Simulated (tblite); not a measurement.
Isomers of C3H8BN. Computed values, GFN2-xTB/tblite, gas phase, harmonic and unscaled. The method is semi-empirical: single wavenumbers can be off by several per cent or more. Modes of hydrogen on boron can be 10 to 20 % off. One conformer each.

Electronic energies: GFN2-xTB at the same geometries; isomer energies are rough at this level and their order can be wrong.

| SMILES | electronic energy, lowest = 0 (kJ/mol) |
| --- | --- |
| BNC1CC1 | 0.0 |
| [BH3-][N+]#CCC | 81.7 |
| BNCC=C | 32.8 |

Question: How do GFN2-xTB zero-point energies change the relative energies?

Answer: 
```
        SMILES  ZPE (kJ/mol)  of it from modes above 1550 cm⁻¹  electronic (kJ/mol)  with ZPE, lowest = 0 (kJ/mol)  lowest mode (cm⁻¹)  rings
       BNC1CC1         285.2                             144.3                  0.0                            0.0                  87      1
        BNCC=C         280.7                             152.5                 32.8                           28.3                  74      0
[BH3-][N+]#CCC         271.4                             147.8                 81.7                           67.9                 14i      0
```

The zero-point energies span 13.8 kJ/mol, from `[BH3-][N+]#CCC` to `BNC1CC1`. Slightly imaginary modes are left out of the zero-point energy: `[BH3-][N+]#CCC` 14.4i cm⁻¹. The order is unchanged.
